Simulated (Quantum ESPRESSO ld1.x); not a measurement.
Values are calculated unless marked as measured or tabulated.
Q: Yb42+, configuration [Ar] 3d10. Code: ld1.x of Quantum ESPRESSO 7.5. Model: Dirac Kohn-Sham, PBEsol, spin-unpolarised, spherical densities, point nucleus. Some entries of the table are withheld. Estimate them.

orbital  occ.  eigenvalue (eV)  <r^2> (bohr^2)
1s1/2       2              (1)             (2)
2s1/2       2         -12333.6             (3)
2p1/2       2              (4)        0.005829
2p3/2       4              (5)        0.007029
3s1/2       2         -4208.46         0.05143
3p1/2       2         -4006.02         0.04717
3p3/2       4         -3772.16         0.05317
3d3/2       4         -3435.80         0.04101
3d5/2       6         -3383.75         0.04263
4s1/2       0         -2067.41          0.1987
4p1/2       0         -1982.00          0.1962
4p3/2       0         -1902.74          0.2132

A: 
(1) 1s1/2 eigenvalue (eV): -63172.9
(2) 1s1/2 <r^2> (bohr^2): 0.0005298
(3) 2s1/2 <r^2> (bohr^2): 0.008116
(4) 2p1/2 eigenvalue (eV): -11866.0
(5) 2p3/2 eigenvalue (eV): -10813.9
